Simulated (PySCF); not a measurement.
B(OH)2(OMe) (CH₅BO₃), SMILES COB(O)O. Atoms are numbered in the order given.

```xyz
10

B      0.0414     0.5113     0.0000
O      0.8030     1.6505     0.0000
H      0.3050     2.4736     0.0000
O     -1.3345     0.4870     0.0000
H     -1.7635     1.3484     0.0000
O      0.7158    -0.6670     0.0000
C      0.0342    -1.9008     0.0000
H     -0.6065    -2.0156     0.8915
H      0.7840    -2.7061     0.0000
H     -0.6065    -2.0156    -0.8915
```
Charge 0, spin multiplicity 1.

Coordinates come from a B3LYP-D3(BJ)/def2-SVP optimisation. Other conformers were not sampled.

Level of theory: PBE0/pcSseg-1 (PySCF).

GIAO shieldings, no solvent; atoms listed in one row are averaged. δ = σ(ref) − σ: ¹¹B against BF3 (σ = 88.8 ppm); ¹⁷O against H2O (σ = 334.2 ppm); ¹H against TMS (σ = 31.56 ppm); ¹³C against TMS (σ = 186.3 ppm), references at their B3LYP-D3(BJ)/def2-TZVP geometries, non-relativistic.

Computed chemical shifts:
| nucleus | atoms | count | δ (ppm) |
|---|---|---|---|
| ¹¹B | B1 | 1 | 6.5 |
| ¹⁷O | O4 | 1 | 86.9 |
| ¹⁷O | O2 | 1 | 85.4 |
| ¹⁷O | O6 | 1 | 61.0 |
| ¹H | H8, H9, H10 | 3 | 3.89 |
| ¹H | H5 | 1 | 2.48 |
| ¹H | H3 | 1 | 2.37 |
| ¹³C | C7 | 1 | 55.2 |
